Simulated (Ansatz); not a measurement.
A structure relaxed at PBE0-D4/def2-TZVP, charge 0, multiplicity 1:

```xyz
10

C    -1.315   -0.865    0.464
Si    0.527   -0.463    0.478
In    1.088    1.534   -1.055
H    -1.524   -1.713    1.120
H    -1.653   -1.124   -0.542
H    -1.905   -0.014    0.812
H     1.291   -1.671    0.049
H     0.950   -0.170    1.879
H     1.058    3.167   -0.475
H     1.483    1.318   -2.729
```

(1) Give its formula and SMILES.

(2) Point group (tolerance 0.08 Å, 0.16 Å for H)?

(3) Summarise the bond lengths by kind.

Results:

(1) CH7InSi, `C[SiH2][InH2]`.

(2) Cs.

(3) 1 × C–Si 1.885 Å; 3 × C–H 1.092 Å; 1 × In–Si 2.580 Å; 2 × H–Si 1.492 Å; 2 × H–In 1.733 Å.

Results of the Gaussian-basis code of Ansatz.
